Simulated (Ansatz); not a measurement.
One change: `[OH][Ga]([OH])[Br]` becomes `C[CH2][Ga]([OH])[OH]`.

Ansatz, PBE0-D4/def2-TZVP geometries, multiplicity 1. Each molecule was computed in one conformer, which needn't be the lowest.

Scalar relativity is left out up to krypton.

| property | `[OH][Ga]([OH])[Br]` |
| --- | --- |
| HOMO energy (PBE0/def2-TZVPP) / eV | -8.72 |
| HOMO–LUMO gap (B3LYP/def2-TZVPP) / eV | 6.79 |
| HOMO energy (ωB97M-V/def2-TZVPP) / eV | -10.97 |
| HOMO energy (B3LYP/def2-TZVPP) / eV | -8.45 |
| ideal-gas entropy at 298 K and 1 bar (rigid rotor, harmonic PBE0-D4/def2-TZVP) / J/(mol·K) | 342 |
| size of the dipole moment (B3LYP/def2-TZVPP) / D | 1.46 |

Give the same properties after the change, and the shifts. (Best estimate.)

Ansatz gave: 
```csv
property,`C[CH2][Ga]([OH])[OH]`,shift
HOMO energy (PBE0/def2-TZVPP) / eV,-8.24,0.48
HOMO–LUMO gap (B3LYP/def2-TZVPP) / eV,7.46,0.67
HOMO energy (ωB97M-V/def2-TZVPP) / eV,-10.48,0.49
HOMO energy (B3LYP/def2-TZVPP) / eV,-8.05,0.40
"ideal-gas entropy at 298 K and 1 bar (rigid rotor, harmonic PBE0-D4/def2-TZVP) / J/(mol·K)",379,37
size of the dipole moment (B3LYP/def2-TZVPP) / D,0.40,-1.06
```

With PBE0 the HOMO rises by 0.48 eV and the LUMO rises by 1.08 eV, so the gap widens by about 0.60 eV. PBE moves the HOMO by 0.58 eV and ωB97M-V by 0.49 eV. The zero-point energy changes by 167.2 kJ/mol with +18 modes. Dipoles are sizes alone; their direction can turn. Modes under 60 cm⁻¹, often nearly free rotors, make the harmonic entropy too high.

B3LYP here is the variant with VWN-RPA as its local correlation; programs differ in this.

Spin–orbit coupling is left out; it splits and shifts lone-pair levels of the heavy atoms by tenths of an eV.
